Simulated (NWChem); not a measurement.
# InP3H6; SMILES [PH2][In]([PH2])[PH2]

```xyz
10

In    -0.0021     0.0001    -0.0081
P      2.5218    -0.0520    -0.0366
H      2.5918    -1.1005     0.9333
H      2.6351     0.9896     0.9367
P     -1.3036    -2.1597     0.0868
H     -0.4464    -2.8080    -0.8565
H     -2.2423    -1.7397    -0.9067
P     -1.2137     2.2116     0.0868
H     -2.1700     1.8298    -0.9053
H     -0.3317     2.8235    -0.8580
```
Atoms are numbered in this order, from 1.

Program: NWChem. Geometry: optimised at PBE0/def2-SVP. Not confirmed as a minimum by frequencies. def2 effective core potentials on In; no spin-orbit coupling.

Task: Estimate the computed values for PBE0/def2-SVP (core potentials). Quantities: highest occupied level (eV); orbital gap (eV); dipole (D).

Result: 
- highest occupied level (eV): -6.84
- orbital gap (eV): 5.28
- dipole (D): 0.74
